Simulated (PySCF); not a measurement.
(Z)-2,3-difluorobut-2-ene (C4H6F2), SMILES C/C(=C(/F)C)F. Atoms are numbered in the order given.

```xyz
12

C      1.6021     0.0000    -1.1344
C      0.6699     0.0000     0.0269
F      1.3096     0.0000     1.2147
C     -0.6699     0.0000     0.0269
C     -1.6021     0.0000    -1.1344
F     -1.3096     0.0000     1.2147
H      2.2561     0.8875    -1.0964
H      1.0710     0.0000    -2.0939
H      2.2561    -0.8875    -1.0964
H     -2.2561    -0.8875    -1.0964
H     -2.2561     0.8875    -1.0964
H     -1.0710     0.0000    -2.0939
```

Geometry: B3LYP-D3(BJ)/def2-SVP.

Vertical ionisation energy (IE) and electron affinity (EA) in eV. Rows of orbital energies are one-electron estimates. Where ΔSCF, EOM or ADC give a negative EA the extra electron is unbound and the value depends on the basis.

```csv
level,IE,EA
"−ε(HOMO), −ε(LUMO), M06-2X/def2-TZVP (PySCF)",8.05,-1.69
"−ε(HOMO), −ε(LUMO), PBE/def2-TZVP (PySCF)",…,…
```

Problem. Some entries are withheld; supply them. (The exact figures need the calculation; the answer reports its results.)

Solution. 
- −ε(HOMO), −ε(LUMO), PBE/def2-TZVP (PySCF), IE: 5.49
- −ε(HOMO), −ε(LUMO), PBE/def2-TZVP (PySCF), EA: 0.23
